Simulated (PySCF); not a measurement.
An unknown shows these calculated signals:

1H NMR (600 MHz, computed): δ 2.45 (m, 1H), 2.32 (m, 1H), 2.10 (m, 1H), 1.86 (m, 1H), 1.84 (m, 1H), 1.76 (m, 1H), 1.55 (m, 1H), 1.48 (m, 1H), 1.41 (m, 1H), 1.38 (m, 1H).

13C{1H} NMR (computed): δ 219.8 (C), 52.6 (CH), 47.5 (CH2), 39.1 (CH2), 38.3 (CH), 30.6 (CH2), 27.1 (CH2).

Relativity neglected, single conformer, gas phase. Coordinates at the GFN2-xTB level; PBE0/pcSseg-1 with gauge-including orbitals; PySCF 2.14.0 with density-fitted response routines.

References, each an isolated molecule treated in the same way: 1H (31.72 ppm) and 13C (186.93 ppm) vs TMS.

Which of these does the molecule contain: a ketone, a CF3 group, an N-methyl group, a nitrile?

Answers


- A ketone: yes (δC 219.8).
- A CF3 group: no.
- An N-methyl group: no.
- A nitrile: no.

The data belong to SMILES O=C1C[C@@H]2CC[C@H]1C2, C7H10O; they needn't prove each group on their own.

Carbon signals by region: 1 in the far downfield region (above 160 ppm), 1 at 50–100 ppm, 5 below 50 ppm. Above 160 ppm: 219.8, ketone carbonyl carbon.

Shifts are as computed. Against solution values, carbons near 30 ppm lie about +3 ppm off and those near 130 ppm about +5 ppm. Of 1211 compounds with measured shifts, 218 miss one by over three times the rms of a fit or turn the order of signals round; such compounds aren't used in these exercises. Multiplicities follow the n + 1 count of equivalent neighbours, as no J values were calculated; m marks all less simple cases, F and P coupling included.
